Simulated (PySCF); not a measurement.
Field gradients at the hydrogen positions

Compound: C8H12N2.
Cartesian coordinates in Å at the GFN2-xTB level; atoms count from 1:
```xyz
22
C8H12N2 angstrom
C     -2.7952    2.3737    0.2303
C     -2.6691    1.1839    0.2481
C     -2.4819   -0.2519    0.2632
C     -0.9834   -0.6168    0.2389
C     -0.8445   -2.0454    0.3837
N     -0.7559   -3.1814    0.4818
C     -0.3028   -0.1563   -1.0584
C      1.2103   -0.3393   -0.9721
N      1.7471    0.4340    0.1322
C      3.1560    0.1941    0.3623
H     -2.9275    3.4141    0.2181
H     -2.9463   -0.6633    1.1645
H     -2.9798   -0.6891   -0.6081
H     -0.4701   -0.1375    1.0811
H     -0.5402    0.8989   -1.2146
H     -0.6903   -0.7250   -1.9067
H      1.6683   -0.0713   -1.9409
H      1.4387   -1.3922   -0.7771
H      1.5917    1.4239   -0.0415
H      3.2871   -0.8510    0.6444
H      3.4919    0.8225    1.1851
H      3.7855    0.3948   -0.5178
```

Level: PBE0/pcSseg-1 (PySCF, non-relativistic); Q(2H) = 0.00286 b; rigid geometry, the same for H and D, with no vibrational averaging.

Task: Rank these positions by the coupling χzz of a deuteron there, largest first.
A. H19 (N–H hydrogen)
B. H17 (methylene hydrogen)
C. H22 (methyl hydrogen)
D. H20 (methyl hydrogen)
E. H11 (alkyne hydrogen)
F. H12 (methylene hydrogen)

Result: E (267 kHz), A (261 kHz), D (205 kHz), F (198 kHz), C (193 kHz), B (188 kHz).

Task: What are Vzz, η and χzz (234.96 MHz × Q × Vzz) at all hydrogens?

Result: 
```csv
atom,bonded to,bond length (Å),Vzz (au),η,χzz (kHz)
H11,C1,1.049,0.3970,0.00,267
H12,C3,1.094,0.2943,0.03,198
H13,C3,1.095,0.2937,0.03,197
H14,C4,1.097,0.2812,0.05,189
H15,C7,1.093,0.2963,0.03,199
H16,C7,1.092,0.3005,0.03,202
H17,C8,1.105,0.2792,0.05,188
H18,C8,1.095,0.2886,0.04,194
H19,N9,1.017,0.3884,0.18,261
H20,C10,1.090,0.3044,0.06,205
H21,C10,1.088,0.3100,0.05,208
H22,C10,1.101,0.2870,0.06,193
```

Task: Average by the element that carries the hydrogen.

Result: on C: 204 kHz over 11 positions, mean bond length 1.091 Å; on N: 261 kHz over 1 position, mean bond length 1.017 Å.

Task: How does χzz go with the bond length over the 11 C–H bonds?

Result: A straight-line fit has a slope of -14.8 kHz for each 0.01 Å, with a correlation coefficient of -0.99, over lengths from 1.049 to 1.105 Å. The longer bonds have the smaller couplings here.

The structure is a single GFN2-xTB conformer in the gas phase; no vibrational or solvent corrections. GFN2-xTB bond lengths can be off by several hundredths of an ångström, more for odd bonds, and the gradients follow them. With so small a basis the couplings can be 20 % off.

These values come from a run that also computed NMR shieldings. The run took 48 s on an Arm Neoverse V2 with one thread, shared host, and the process peaked at 1.1 GiB of memory.
